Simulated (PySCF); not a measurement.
# Partial charges of `N#Cc1csc(C(=O)Cl)c1`

Compound: C₆H₂ClNOS.
Atom-mapped SMILES: `[N:1]#[C:2][c:3]1[cH:4][s:5][c:6]([C:7](=[O:8])[Cl:9])[cH:10]1` (hydrogens: H11 on C4; H12 on C10)

Density: PBE0/pcSseg-1 (PySCF); schemes: Mulliken, IAO, Hirshfeld and ESP-fitted. Geometry: GFN2-xTB, one conformer, isolated molecule.

Problem. What partial charge does each atom carry?

Solution. In e:

| atom | environment | Mulliken | IAO | Hirshfeld | ESP-fitted |
| --- | --- | --- | --- | --- | --- |
| N1 | nitrile nitrogen | -0.222 | -0.219 | -0.203 | -0.442 |
| C2 | nitrile carbon | +0.164 | +0.139 | +0.078 | +0.408 |
| C3 | substituted aromatic carbon | -0.169 | -0.071 | -0.005 | -0.043 |
| C4 | aromatic CH next to a ring sulfur | -0.173 | -0.270 | -0.036 | -0.265 |
| S5 | thiophene-type sulfur | +0.440 | +0.439 | +0.186 | +0.166 |
| C6 | substituted aromatic carbon | -0.484 | -0.212 | -0.048 | -0.035 |
| C7 | acyl halide carbon | +0.413 | +0.352 | +0.158 | +0.386 |
| O8 | carbonyl oxygen | -0.301 | -0.358 | -0.205 | -0.332 |
| Cl9 | chlorine bonded to C | -0.123 | -0.079 | -0.034 | -0.122 |
| C10 | aromatic CH carbon | +0.196 | -0.119 | -0.034 | -0.181 |
| H11 | aromatic hydrogen | +0.135 | +0.200 | +0.078 | +0.257 |
| H12 | aromatic hydrogen | +0.126 | +0.198 | +0.065 | +0.203 |

Mean size of the charges over all atoms: Mulliken 0.246 e, ESP-fitted 0.237 e, IAO 0.221 e, Hirshfeld 0.094 e. Each set sums to the total charge, 0, to within 0.001 e. The IAO scheme counts the electrons in orthogonalised intrinsic atomic orbitals, a minimal basis polarised so that it spans the occupied orbitals exactly.

Lowest charge. The schemes don't all agree: Mulliken C6 (-0.484); IAO O8 (-0.358); Hirshfeld O8 (-0.205); ESP-fitted N1 (-0.442).

Highest charge. The schemes don't all agree: Mulliken S5 (+0.440); IAO S5 (+0.439); Hirshfeld S5 (+0.186); ESP-fitted C2 (+0.408).

Problem. How closely do the schemes follow one another over all atoms?

Solution. Correlation coefficient and root-mean-square difference: IAO with Hirshfeld 0.92, 0.146 e; Hirshfeld with ESP-fitted 0.88, 0.175 e; Mulliken with IAO 0.88, 0.133 e; IAO with ESP-fitted 0.85, 0.142 e; Mulliken with Hirshfeld 0.81, 0.194 e; Mulliken with ESP-fitted 0.68, 0.219 e.

Problem. Sum the charges by element, for elements with more than one atom.

Solution. 
```csv
element,atoms,Mulliken,IAO,Hirshfeld,ESP-fitted
C,6,-0.054,-0.181,+0.113,+0.270
H,2,+0.261,+0.398,+0.143,+0.460
```

Problem. How many electrons does the ESP-fitted scheme count on C2?

Solution. Z − q = 6 − (+0.408) = 5.592.

The run behind these numbers computed NMR shieldings as well. On Arm Neoverse V1, one thread, shared host with 32 logical CPUs at a one-minute load of 20, this took 62 s wall and 0.98 GiB of memory at its peak.

Shape of the structure used: `[N:1]#[C:2][c:3]1[cH:4][s:5][c:6]([C:7](=[O:8])[Cl:9])[cH:10]1`: S5–C6–C7–O8 0°.
